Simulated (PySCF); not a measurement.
C2H5Si, SMILES C[Si][CH2] (connectivity only; charge and spin as stated), neutral, multiplicity 2. Atoms are numbered in the order given.

```xyz
8

C     -0.3919     1.5673     0.0000
Si     0.5018     0.1218     0.0000
C     -0.3047    -1.5786     0.0000
H      0.0606     2.5511     0.0000
H     -1.4793     1.5432     0.0000
H     -1.3888    -1.4328     0.0000
H     -0.0192    -2.1492    -0.8855
H     -0.0192    -2.1492     0.8855
```
Charge 0, spin multiplicity 2.

Geometry optimised at ωB97X-D3(BJ)/def2-TZVP. The isomer is the one that the SMILES or the coordinates give; other isomers of the formula were not compared.

Calculation: B3LYP/pcH-1 (PySCF).

Unrestricted Kohn–Sham, ⟨S²⟩ = 0.760. Hyperfine tensors hold the contact and dipolar terms, without spin-orbit corrections.

Computed hyperfine couplings:
```json
[
 {"nucleus": "13C no. 1", "A(iso) (MHz)": "80.0", "A(iso) (G)": "28.5", "dipolar principal values (MHz)": "-23.3, -0.8, 24.0"},
 {"nucleus": "29Si no. 2", "A(iso) (MHz)": "-596.2", "A(iso) (G)": "-212.8", "dipolar principal values (MHz)": "-148.2, 57.1, 91.1"},
 {"nucleus": "13C no. 3", "A(iso) (MHz)": "85.8", "A(iso) (G)": "30.6", "dipolar principal values (MHz)": "-11.7, -11.1, 22.7"},
 {"nucleus": "1H no. 4", "A(iso) (MHz)": "2.2", "A(iso) (G)": "0.8", "dipolar principal values (MHz)": "-5.9, -3.1, 9.0"},
 {"nucleus": "1H no. 5", "A(iso) (MHz)": "80.0", "A(iso) (G)": "28.6", "dipolar principal values (MHz)": "-5.2, 1.0, 4.1"},
 {"nucleus": "1H no. 6", "A(iso) (MHz)": "49.5", "A(iso) (G)": "17.7", "dipolar principal values (MHz)": "-7.0, 0.1, 6.9"},
 {"nucleus": "1H no. 7", "A(iso) (MHz)": "-3.8", "A(iso) (G)": "-1.4", "dipolar principal values (MHz)": "-7.2, -2.6, 9.8"},
 {"nucleus": "1H no. 8", "A(iso) (MHz)": "-3.8", "A(iso) (G)": "-1.4", "dipolar principal values (MHz)": "-7.2, -2.6, 9.8"}
]
```

Question: And the g tensor (effective nuclear charges for spin-orbit coupling, GIAO)? (An estimate is asked for; the answer gives what the named calculation found.)

Answer: principal values 2.0004, 2.0025, 2.0052; isotropic 2.0027.
